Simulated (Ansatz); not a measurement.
Cost and result for the atomization energy of C2H6AsN, SMILES `C=N[AsH]C` (10 atoms, 9 bonds).

Z-matrix (Å, degrees):
```
C
As 1 1.959
H 1 1.089 2 111.4
H 1 1.090 2 108.1 3 -120.5
H 1 1.091 2 108.8 3 121.3
N 2 1.867 1 95.7 3 50.3
H 2 1.539 1 95.8 3 -48.4
C 6 1.258 2 120.8 1 -120.5
H 8 1.100 6 124.7 2 3.8
H 8 1.095 6 119.2 2 -176.6
```

Charge 0, multiplicity 1. Correlated methods include outer-core shells of As, which these sets cover unevenly. Scalar relativity is left out up to krypton. The geometry is a stationary point of PBE0-D4/def2-TZVP. It is one conformer, not always the lowest. Program: Ansatz. All runs use 4 threads of an Arm Neoverse V1 on a shared host. Times are those of one run each, without the atoms' runs, and a repeat can differ threefold. Electronic energies, without spin–orbit coupling; frozen cores. CCSD(T)/CBS adds CCSD(T) − MP2 in def2-TZVPP to the MP2 limit, and its time is that of the two runs behind it. T1 = 0.012. With those shells the extrapolation isn't a true limit. HSE06 is the plane-wave form, built on full-range PBE exchange.

CCSD(T)/CBS is a level of theory with its own doubt, some kJ/mol a heavy atom from the limit and from the frozen cores, so smaller differences don't rank the functionals.

```
                             level  functions  wall time
            LDA (SPW92)/def2-TZVPP        225      1.1 s
              revPBE-D4/def2-TZVPP        225      1.7 s
   PBE-D4/def2-TZVPP (with forces)        225      2.1 s
                PBE0-D4/def2-TZVPP        225      2.6 s
               HSE06-D4/def2-TZVPP        225      2.6 s
           CAM-B3LYP-D4/def2-TZVPP        225      2.7 s
r2SCAN-D4/def2-TZVPP (with forces)        225      3.9 s
                  CCSD(T)/def2-SVP        104      5.5 s
                ωB97X-V/def2-TZVPP        225      6.5 s
  ωB97M-V/def2-TZVPP (with forces)        225        9 s
                    MP2/def2-QZVPP        440       20 s
                CCSD(T)/def2-TZVPP        225      110 s
                 CCSD(T)/CBS(def2)          –    2.2 min
```

(1) What atomization energy does each give, and how far from CCSD(T)/CBS? (Estimate.)

Results:

(1) Ansatz gave: 
```
                             level  atomization (kcal/mol)  difference from CCSD(T)/CBS  per bond
            LDA (SPW92)/def2-TZVPP                   968.0                        131.2      14.6
              revPBE-D4/def2-TZVPP                   841.2                          4.4       0.5
   PBE-D4/def2-TZVPP (with forces)                   861.5                         24.7       2.7
                PBE0-D4/def2-TZVPP                   840.5                          3.7       0.4
               HSE06-D4/def2-TZVPP                   840.9                          4.1       0.5
           CAM-B3LYP-D4/def2-TZVPP                   844.6                          7.8       0.9
r2SCAN-D4/def2-TZVPP (with forces)                   837.8                          1.0       0.1
                  CCSD(T)/def2-SVP                   782.8                        -54.0      -6.0
                ωB97X-V/def2-TZVPP                   844.1                          7.3       0.8
  ωB97M-V/def2-TZVPP (with forces)                   840.5                          3.7       0.4
                    MP2/def2-QZVPP                   833.4                         -3.4      -0.4
                CCSD(T)/def2-TZVPP                   814.8                        -22.0      -2.4
                 CCSD(T)/CBS(def2)                   836.8                          0.0       0.0
```

The D4 term adds +7.5 kcal/mol with B3LYP and +3.9 kcal/mol with PBE0; it sums over pairs of atoms, weighted by their polarisabilities, and B3LYP, whose exchange is more repulsive, gets the larger term. From PBE to PBE0 (25 % exact exchange), in def2-TZVPP and without D4, the atomization energy moves by −20.2 kcal/mol: exact exchange takes away binding that semilocal exchange gives to molecules. Leaving LDA and LC-ωPBE aside and taking each functional with its dispersion term where it has one, the values, not all of them listed here, spread over 47.1 kcal/mol, from BHLYP-D4 to PBE-D4. LDA lies +111.1 kcal/mol from PBE without D4, its usual overbinding.

B3LYP here is the variant with VWN-RPA as its local correlation; programs differ in this.
